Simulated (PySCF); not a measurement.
C2H3BClNO, SMILES CB(Cl)N=C=O. Geometry: PBE-D3(BJ)/def2-SVP. The structure was generated by enumeration, and PubChem lists no compound with its InChIKey, so it may never have been made. Other conformers were not sampled.

Computed equilibrium geometry at PBE-D3(BJ)/def2-SVP (PySCF confirms it by a frequency run) as Cartesian coordinates in Å (one conformer of several):
```xyz
9

B      0.1806    -0.3426     0.6354
Cl     1.8419    -0.4597     0.0002
C     -0.1766    -0.9674     2.0271
H     -0.3507    -2.0579     1.8824
H     -1.1030    -0.5439     2.4609
H      0.6551    -0.8823     2.7534
N     -0.7876     0.2967    -0.1822
C     -1.4054     0.8755    -1.0474
O     -2.0515     1.4359    -1.8601
```
Charge 0, spin multiplicity 1.
